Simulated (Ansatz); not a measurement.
Geometry optimisation, RKS LDA/cc-pVDZ (Ansatz).

Input:

```yaml
crystal:
  periodic: [false, false, false]
  atoms:
    - { symbol: "N", position_ang: [-0.07673, 1.28076, -0.12466] }
    - { symbol: Si, position_ang: [-0.07977, -0.31926, -0.00405] }
    - { symbol: F, position_ang: [-1.21479, -1.41275, -0.33076] }
    - { symbol: Cl, position_ang: [1.44382, -1.39002, 0.63077] }
    - { symbol: H, position_ang: [0.71289, 1.86153, 0.11711] }
basis:
  gaussian: { orbitals: cc-pVDZ }
hamiltonian:
  xc: lda
relax:
  f_tol: 0.015
  max_steps: 40
```

Command:

```bash
$ ansatz run input.yaml --threads 1 --pin off --max-ram 2048MiB --backend cpu --events-out ev --progress --plain --runs-dir out
```

Question: Where does it end, and by what steps?

Answer: The run converged. After 7 steps the energy has fallen by 0.271 eV; Cl4 moved furthest, 0.17 Å.

```csv
step,energy less start (eV),largest force component (eV/Å),accepted
0,0.0000,1.900,yes
1,-0.1871,1.043,yes
2,-0.2470,0.695,yes
3,-0.2241,1.590,no
4,-0.2692,0.153,yes
5,-0.2693,0.091,yes
6,-0.2712,0.022,yes
7,-0.2712,0.005,yes
```

```xyz
5
Properties=species:S:1:pos:R:3
N -0.179 1.289 -0.162
Si 0.013 -0.296 0.028
F -1.213 -1.288 -0.341
Cl 1.513 -1.536 0.668
H 0.651 1.852 0.095
```

Time of the run: 10 s on 1 thread of Intel(R) Xeon(R) 6975P-C (Granite Rapids), on a shared host, peak memory 0.17 GiB.
